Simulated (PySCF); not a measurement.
## Ionising MgCd

RHF-MP2; basis Mg cc-pVDZ, Cd cc-pVDZ-PP with ECP28; scalar-relativistic core potentials; PySCF 2.14. Neutral (RHF): singlet (closed shell), Re = 4.196 Å, ωe = 22.4 cm⁻¹, De = 0.03 eV.

MgCd⁺ (ROHF): doublet (σ ↑), Re = 2.933 Å, ωe = 166 cm⁻¹, De = 0.75 eV to Mg⁺ + Cd. The energies at the minima are -366.96641 hartree for MgCd and -366.72749 for MgCd⁺.

Q: Work out the adiabatic ionisation energy, without and with harmonic zero-point energies (1 hartree = 27.2114 eV, 1 eV = 8065.5 cm⁻¹), and the change of the bond length.

A: At MP2: 0.23892 hartree = 6.501 eV between the minima; the zero-point term (166.0 − 22.4)/2 cm⁻¹ = +0.009 eV makes it 6.510 eV. Re changes by -126.3 pm against the neutral. The electron leaves a σ orbital, and the shorter bond of the ion fits an antibonding orbital, or a change in how ionic the bond is.

Correlated steps freeze 1 core orbital. Weak bonds: MgCd. Basis-set superposition, not corrected here, can be much of De in a small basis, most of all at correlated wavefunction levels. Spin–orbit coupling is left out. For an ion De counts to the pair picked by the measured ionisation energies or electron affinities, which need not be the lowest pair at this level. States were picked by a PBE0 search and need not be the measured ground states.
